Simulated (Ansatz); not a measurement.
**Match the barriers**

Saddle point of GeNH₅S, closed shell (GeNH₅S ([NH2][GeH2][SH]) → GeH₂S ([S][GeH2]) + NH₃ (still joined by a long Ge–N bond); bonds formed: N2–H4; bonds broken: S3–H4; bonds weakened to dative contacts: Ge1–N2), PBE0-D4/def2-TZVP structure:

| atom | x (Å) | y (Å) | z (Å) |
| --- | --- | --- | --- |
| Ge1 | -0.8237 | 0.0701 | 0.4973 |
| N2 | 0.9793 | -0.0701 | -0.2241 |
| S3 | -1.4597 | 0.0367 | -1.5577 |
| H4 | 0.1726 | -0.0575 | -1.3184 |
| H5 | -0.8969 | 1.3721 | 1.3169 |
| H6 | -1.0573 | -1.1500 | 1.4078 |
| H7 | 1.4898 | -0.9251 | -0.0321 |
| H8 | 1.5958 | 0.7239 | -0.0894 |

Program: Ansatz 0.2.0. Basis: def2-TZVPP, with def2-QZVPP for the basis limit. Cores are frozen in the correlated methods. Filled d shells of the heavier atoms are correlated. The def2 sets are not built for correlating such inner shells, so the correlated values are less sure here. Extrapolation: Hartree–Fock as exp(−7.88 √X), correlation as X^−2.97. Four methods, as single points on the PBE0-D4 structures, gave these electronic barriers from the start structure: 0.630, 0.927, 1.236, 1.600 eV.

Problem. The methods were, in alphabetical order, BHLYP-D4, HF, r2SCAN-D4, SPW92. Which gave which? (Judge from chemistry; the calculation decides.)

Solution. The calculation gives: SPW92 0.630; r2SCAN-D4 0.927; BHLYP-D4 1.236; HF 1.600 eV. For comparison, CCSD(T) at an estimated basis limit (MP2 extrapolated from triple and quadruple zeta, plus CCSD(T) − MP2 in triple zeta) gives 1.067 eV.

T1 diagnostic: at most 0.013. The end structure is not quite a true minimum (one mode of 69i cm⁻¹).

Labels in which every atom is bracketed show which atoms are joined, not bond orders.

For scale, one of the runs: CCSD(T)/def2-TZVPP, 191 basis functions (an equivalent command: `ansatz run in.yaml --threads 4`). Time: 43 s of wall clock on 4 CPU threads; the host was shared. Peak host memory: 2 GiB.
